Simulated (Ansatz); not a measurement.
Ansatz (a quantum-chemistry and plane-wave program) input for Sn(H)(NH2)3 (H₇N₃Sn), SMILES [NH2][SnH]([NH2])[NH2], PBE0-D3(BJ)/def2-SVP. 

Ansatz 0.2 input:
```yaml
crystal:
  periodic: [false, false, false]
  atoms:
    - {symbol: Sn, position_ang: [-0.07578536, 0.03084617, -0.22936463]}
    - {symbol: N, position_ang: [-0.30044333, 1.80049708, 0.72238918]}
    - {symbol: N, position_ang: [1.84171341, -0.54451293, -0.20986649]}
    - {symbol: N, position_ang: [-0.99369863, -1.43631733, 0.83418094]}
    - {symbol: H, position_ang: [-0.50173464, 0.27301650, -1.84030672]}
    - {symbol: H, position_ang: [-0.26357892, 1.70200051, 1.72956144]}
    - {symbol: H, position_ang: [-1.16412712, 2.28343556, 0.51613258]}
    - {symbol: H, position_ang: [2.48807548, 0.21700421, -0.36958220]}
    - {symbol: H, position_ang: [2.11326532, -0.97204197, 0.66672192]}
    - {symbol: H, position_ang: [-2.00456019, -1.42118797, 0.79778258]}
    - {symbol: H, position_ang: [-0.71107235, -2.36220298, 0.54099637]}
basis:
  gaussian:
    orbitals: def2-SVP
hamiltonian:
  xc: pbe0
  dispersion: d3bj
relax: {f_tol: 0.002, max_steps: 200}
```

Log of the run:

```
WARN ansatz: RAYON_NUM_THREADS=1 ignored (pool sized by the plan → 1); use --threads N
Functional definition: PBE0
integrals: 0.06 GiB planned
1227 factors; integrals over basis functions are off by at most 5.7e-4 eV
mean field: 0.44 GiB planned
mean field evaluation 1: about -10391.8666 eV, gradient 8.5e1 eV
mean field evaluation 2: about -10372.0950 eV, gradient 1.2e2 eV
mean field evaluation 4: about -10406.6382 eV, gradient 3.4e0 eV
mean field evaluation 8: about -10406.7088 eV, gradient 5.5e-2 eV
mean field evaluation 16: about -10406.7088 eV, gradient 3.1e-5 eV
mean field -10406.70883839 eV, -382.4394958902 hartree, gradient 3.1e-5 eV, S^2 0.000000; 0 other end points of the search recorded, 0 dependent functions left out
the calculation of the forces begins
reference -10406.70887058 eV, -382.4394970732 hartree; 25, 25 occupied and 78, 78 virtual orbitals, 1227 factors
relax step   1: F+E_penalty+E_count = -10406.89491692 eV  Δ(F+E_penalty+E_count) = +0.000e0 eV  max|allowed force component| = 4.606e-1 eV/Å  Δτ_max = 0.0000 Å  (26 SCF iters, accepted)
these checks for a lower state are left out or cut short: starts, cluster_reference, orbital_swaps, neighbouring_geometries, increment
integrals: 0.06 GiB planned
1227 factors; integrals over basis functions are off by at most 6.0e-4 eV
mean field: 0.44 GiB planned
mean field -10406.74917474 eV, -382.4409782239 hartree, gradient 1.2e-5 eV, S^2 0.000000; 0 other end points of the search recorded, 0 dependent functions left out
the calculation of the forces begins
reference -10406.74920721 eV, -382.4409794169 hartree; 25, 25 occupied and 78, 78 virtual orbitals, 1227 factors
relax step   2: F+E_penalty+E_count = -10406.93302957 eV  Δ(F+E_penalty+E_count) = -3.811e-2 eV  max|allowed force component| = 2.228e-1 eV/Å  Δτ_max = 0.1209 Å  (29 SCF iters, accepted)
these checks for a lower state are left out or cut short: starts, cluster_reference, orbital_swaps, neighbouring_geometries, increment
integrals: 0.06 GiB planned
1227 factors; integrals over basis functions are off by at most 6.0e-4 eV
mean field: 0.44 GiB planned
mean field -10406.75813338 eV, -382.4413074478 hartree, gradient 4.8e-6 eV, S^2 0.000000; 0 other end points of the search recorded, 0 dependent functions left out
the calculation of the forces begins
reference -10406.75816571 eV, -382.4413086357 hartree; 25, 25 occupied and 78, 78 virtual orbitals, 1227 factors
relax step   3: F+E_penalty+E_count = -10406.94233906 eV  Δ(F+E_penalty+E_count) = -9.309e-3 eV  max|allowed force component| = 8.761e-2 eV/Å  Δτ_max = 0.0506 Å  (31 SCF iters, accepted)
these checks for a lower state are left out or cut short: starts, cluster_reference, orbital_swaps, neighbouring_geometries, increment
integrals: 0.06 GiB planned
1227 factors; integrals over basis functions are off by at most 6.0e-4 eV
mean field: 0.44 GiB planned
mean field evaluation 32: about -10406.7149 eV, gradient 1.1e-1 eV
mean field -10406.75905099 eV, -382.4413411693 hartree, gradient 9.7e-6 eV, S^2 0.000000; 0 other end points of the search recorded, 0 dependent functions left out
the calculation of the forces begins
reference -10406.75908311 eV, -382.4413423497 hartree; 25, 25 occupied and 78, 78 virtual orbitals, 1227 factors
relax step   4: F+E_penalty+E_count = -10406.94334167 eV  Δ(F+E_penalty+E_count) = -1.003e-3 eV  max|allowed force component| = 1.505e-1 eV/Å  Δτ_max = 0.1401 Å  (29 SCF iters, accepted)
these checks for a lower state are left out or cut short: starts, cluster_reference, orbital_swaps, neighbouring_geometries, increment
integrals: 0.06 GiB planned
1227 factors; integrals over basis functions are off by at most 5.9e-4 eV
mean field: 0.44 GiB planned
mean field -10406.75618153 eV, -382.4412357186 hartree, gradient 5.5e-6 eV, S^2 0.000000; 0 other end points of the search recorded, 0 dependent functions left out
the calculation of the forces begins
reference -10406.75621358 eV, -382.4412368965 hartree; 25, 25 occupied and 78, 78 virtual orbitals, 1227 factors
relax step   5: F+E_penalty+E_count = -10406.94037474 eV  Δ(F+E_penalty+E_count) = +2.967e-3 eV  max|allowed force component| = 2.493e-1 eV/Å  Δτ_max = 0.0639 Å  (29 SCF iters, rejected (line search))
these checks for a lower state are left out or cut short: starts, cluster_reference, orbital_swaps, neighbouring_geometries, increment
integrals: 0.06 GiB planned
1227 factors; integrals over basis functions are off by at most 5.9e-4 eV
mean field: 0.44 GiB planned
mean field -10406.76128629 eV, -382.4414233151 hartree, gradient 4.7e-6 eV, S^2 0.000000; 0 other end points of the search recorded, 0 dependent functions left out
the calculation of the forces begins
reference -10406.76131840 eV, -382.4414244949 hartree; 25, 25 occupied and 78, 78 virtual orbitals, 1227 factors
relax step   6: F+E_penalty+E_count = -10406.94541933 eV  Δ(F+E_penalty+E_count) = -2.078e-3 eV  max|allowed force component| = 1.719e-2 eV/Å  Δτ_max = 0.0311 Å  (31 SCF iters, accepted)
these checks for a lower state are left out or cut short: starts, cluster_reference, orbital_swaps, neighbouring_geometries, increment
integrals: 0.06 GiB planned
1227 factors; integrals over basis functions are off by at most 5.9e-4 eV
mean field: 0.44 GiB planned
mean field -10406.76163593 eV, -382.4414361640 hartree, gradient 4.8e-6 eV, S^2 0.000000; 0 other end points of the search recorded, 0 dependent functions left out
the calculation of the forces begins
reference -10406.76166801 eV, -382.4414373431 hartree; 25, 25 occupied and 78, 78 virtual orbitals, 1227 factors
relax step   7: F+E_penalty+E_count = -10406.94568748 eV  Δ(F+E_penalty+E_count) = -2.682e-4 eV  max|allowed force component| = 1.039e-2 eV/Å  Δτ_max = 0.0276 Å  (31 SCF iters, accepted)
these checks for a lower state are left out or cut short: starts, cluster_reference, orbital_swaps, neighbouring_geometries, increment
integrals: 0.06 GiB planned
1227 factors; integrals over basis functions are off by at most 5.9e-4 eV
mean field: 0.44 GiB planned
mean field evaluation 64: about -10406.7618 eV, gradient 4.9e-6 eV
mean field -10406.76175159 eV, -382.4414404144 hartree, gradient 4.8e-6 eV, S^2 0.000000; 0 other end points of the search recorded, 0 dependent functions left out
the calculation of the forces begins
reference -10406.76178366 eV, -382.4414415929 hartree; 25, 25 occupied and 78, 78 virtual orbitals, 1227 factors
relax step   8: F+E_penalty+E_count = -10406.94575219 eV  Δ(F+E_penalty+E_count) = -6.470e-5 eV  max|allowed force component| = 3.112e-2 eV/Å  Δτ_max = 0.0260 Å  (31 SCF iters, accepted)
these checks for a lower state are left out or cut short: starts, cluster_reference, orbital_swaps, neighbouring_geometries, increment
integrals: 0.06 GiB planned
1227 factors; integrals over basis functions are off by at most 5.9e-4 eV
mean field: 0.44 GiB planned
mean field -10406.76174866 eV, -382.4414403068 hartree, gradient 2.1e-5 eV, S^2 0.000000; 0 other end points of the search recorded, 0 dependent functions left out
the calculation of the forces begins
reference -10406.76178071 eV, -382.4414414847 hartree; 25, 25 occupied and 78, 78 virtual orbitals, 1227 factors
relax step   9: F+E_penalty+E_count = -10406.94575268 eV  Δ(F+E_penalty+E_count) = -4.984e-7 eV  max|allowed force component| = 4.030e-2 eV/Å  Δτ_max = 0.0105 Å  (24 SCF iters, accepted)
these checks for a lower state are left out or cut short: starts, cluster_reference, orbital_swaps, neighbouring_geometries, increment
integrals: 0.06 GiB planned
1227 factors; integrals over basis functions are off by at most 5.9e-4 eV
mean field: 0.44 GiB planned
mean field -10406.76181397 eV, -382.4414427068 hartree, gradient 1.1e-5 eV, S^2 0.000000; 0 other end points of the search recorded, 0 dependent functions left out
the calculation of the forces begins
reference -10406.76184602 eV, -382.4414438847 hartree; 25, 25 occupied and 78, 78 virtual orbitals, 1227 factors
relax step  10: F+E_penalty+E_count = -10406.94582227 eV  Δ(F+E_penalty+E_count) = -6.959e-5 eV  max|allowed force component| = 3.009e-3 eV/Å  Δτ_max = 0.0117 Å  (24 SCF iters, accepted)
these checks for a lower state are left out or cut short: starts, cluster_reference, orbital_swaps, neighbouring_geometries, increment
integrals: 0.06 GiB planned
1227 factors; integrals over basis functions are off by at most 5.9e-4 eV
mean field: 0.44 GiB planned
mean field -10406.76181328 eV, -382.4414426814 hartree, gradient 7.0e-5 eV, S^2 0.000000; 0 other end points of the search recorded, 0 dependent functions left out
the calculation of the forces begins
reference -10406.76184533 eV, -382.4414438593 hartree; 25, 25 occupied and 78, 78 virtual orbitals, 1227 factors
relax step  11: F+E_penalty+E_count = -10406.94581921 eV  Δ(F+E_penalty+E_count) = +3.060e-6 eV  max|allowed force component| = 4.476e-3 eV/Å  Δτ_max = 0.0030 Å  (21 SCF iters, rejected (line search))
these checks for a lower state are left out or cut short: starts, cluster_reference, orbital_swaps, neighbouring_geometries, increment
integrals: 0.06 GiB planned
1227 factors; integrals over basis functions are off by at most 5.9e-4 eV
mean field: 0.44 GiB planned
mean field -10406.76181503 eV, -382.4414427459 hartree, gradient 3.7e-5 eV, S^2 0.000000; 0 other end points of the search recorded, 0 dependent functions left out
the calculation of the forces begins
reference -10406.76184709 eV, -382.4414439239 hartree; 25, 25 occupied and 78, 78 virtual orbitals, 1227 factors
relax step  12: F+E_penalty+E_count = -10406.94582461 eV  Δ(F+E_penalty+E_count) = -2.337e-6 eV  max|allowed force component| = 1.199e-3 eV/Å  Δτ_max = 0.0015 Å  (20 SCF iters, accepted)
these checks for a lower state are left out or cut short: starts, cluster_reference, orbital_swaps, neighbouring_geometries, increment
integrals: 0.06 GiB planned
1227 factors; integrals over basis functions are off by at most 5.9e-4 eV
mean field: 0.44 GiB planned
mean field -10406.76182149 eV, -382.4414429833 hartree, gradient 6.6e-5 eV, S^2 0.000000; 0 other end points of the search recorded, 0 dependent functions left out
the calculation of the forces begins
reference -10406.76185354 eV, -382.4414441611 hartree; 25, 25 occupied and 78, 78 virtual orbitals, 1227 factors
relax step  13: F+E_penalty+E_count = -10406.94582533 eV  Δ(F+E_penalty+E_count) = -7.154e-7 eV  max|allowed force component| = 1.261e-3 eV/Å  Δτ_max = 0.0023 Å  (21 SCF iters, accepted)
integrals: 0.06 GiB planned
1227 factors; integrals over basis functions are off by at most 5.9e-4 eV
mean field: 0.44 GiB planned
mean field evaluation 96: about -10406.7118 eV, gradient 1.7e0 eV
mean field -10406.76182149 eV, -382.4414429833 hartree, gradient 6.6e-5 eV, S^2 0.000000; 1 other end points of the search recorded, 0 dependent functions left out
the calculation of the forces begins
reference -10406.76185354 eV, -382.4414441611 hartree; 25, 25 occupied and 78, 78 virtual orbitals, 1227 factors
Total energy: -10406.94585738 eV, -382.4482061774 hartree
Atom 0 at    -0.047805     0.032115    -0.200952 Å, force    -0.000352     0.000653    -0.001059 eV/Å
Atom 1 at    -0.334799     1.787720     0.798933 Å, force    -0.000226    -0.001202     0.001261 eV/Å
Atom 2 at     1.879356    -0.617109    -0.162813 Å, force     0.000681     0.000347     0.000993 eV/Å
Atom 3 at    -0.988049    -1.461571     0.823084 Å, force    -0.000472    -0.000405    -0.000109 eV/Å
Atom 4 at    -0.484196     0.321851    -1.838646 Å, force    -0.000063    -0.000164    -0.000334 eV/Å
Atom 5 at    -0.435927     1.669970     1.805331 Å, force     0.000129     0.000471    -0.000212 eV/Å
Atom 6 at    -1.132504     2.326089     0.466939 Å, force     0.000225    -0.000346    -0.000299 eV/Å
Atom 7 at     2.520908     0.026139    -0.622917 Å, force    -0.000799    -0.000602     0.000663 eV/Å
Atom 8 at     2.220867    -0.754661     0.787126 Å, force    -0.000009     0.000165    -0.001229 eV/Å
Atom 9 at    -2.002002    -1.374225     0.847100 Å, force     0.000883     0.000299    -0.000149 eV/Å
Atom 10 at    -0.767795    -2.385781     0.455461 Å, force     0.000005     0.000783     0.000475 eV/Å
Dipole moment:    -0.276649     0.059888     0.016895 e Å
```

The calculation finished and met its thresholds.
